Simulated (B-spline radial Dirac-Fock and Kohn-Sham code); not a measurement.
Z = 70 (ytterbium), transition energy 22.9 keV. Method: a Dirac-Hartree-Slater potential of the neutral atom with a Latter tail (no hole, which puts coefficients of high multipoles low close above an edge), finite nucleus with surface currents. Computed with a radial finite-basis atomic code. The K shell is not open to conversion at this energy. Subshells that would emit electrons below 1 keV are left out.

Task: A pure transition shows α(L) = 262000, L1/L2 = 0.0153 and L1/L3 = 0.0121. What is its multipolarity?
A. M4
B. E4
C. M2
D. E3
E. E2
F. M1
G. M3
H. E1

Result: D. For comparison, α(L), L1/L2, L1/L3 are E1 2.79, 1.06, 0.732; E2 2230, 0.0149, 0.0116; E4 1.15e+07, 0.0121, 0.00925; M1 33.4, 10.2, 68.3; M2 4790, 16.6, 1.81; M3 740000, 17.4, 0.155; M4 5.28e+07, 15.3, 0.0429.
